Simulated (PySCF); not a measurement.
C3H3Cl3. Atoms are numbered in the order given.

```xyz
9

C     -2.0631     0.8813     0.0000
C     -0.5811     0.6829     0.0000
Cl     0.3558     2.1531     0.0000
C      0.0662    -0.5129     0.0000
Cl    -0.8008    -2.0215     0.0000
Cl     1.7865    -0.6696     0.0000
H     -2.5929    -0.0879     0.0000
H     -2.3727     1.4628     0.8931
H     -2.3727     1.4628    -0.8931
```

The structure is a stationary point at PBE-D3(BJ)/def2-SVP.

These are TDA-PBE/def2-SVPD run with PySCF values and carry that method's errors.

Vertical excitations.  State labels are in the subgroup Cs.

Computed UV-visible absorptions:
```
state  symmetry  energy (eV)  λ (nm)      f          main pairs
-----  --------  -----------  ------  -----  ------------------
S1           A"         4.89     254  0.000    HOMO→LUMO+1 96 %
S2           A"         5.09     244  0.000    HOMO→LUMO+2 96 %
S3           A"         5.78     215  0.000   HOMO−1→LUMO 100 %
S4           A'         5.96     208  0.371      HOMO→LUMO 78 %
S5           A"         6.04     205  0.021   HOMO→LUMO+3 100 %
S6           A'         6.24     199  0.036  HOMO−1→LUMO+1 94 %
S7           A'         6.44     192  0.020  HOMO−1→LUMO+2 85 %
S8           A"         6.53     190  0.000   HOMO−2→LUMO 100 %
S9           A"         6.67     186  0.003    HOMO→LUMO+4 98 %
S10          A'         6.81     182  0.062    HOMO−3→LUMO 69 %
T1           A'         3.62     342      0      HOMO→LUMO 98 %
T2           A"         4.43     280      0   HOMO→LUMO+1 100 %
T3           A"         4.64     267      0   HOMO→LUMO+2 100 %
T4           A"         5.68     218      0   HOMO−1→LUMO 100 %
```
Triplets are in the Tamm–Dancoff approximation.
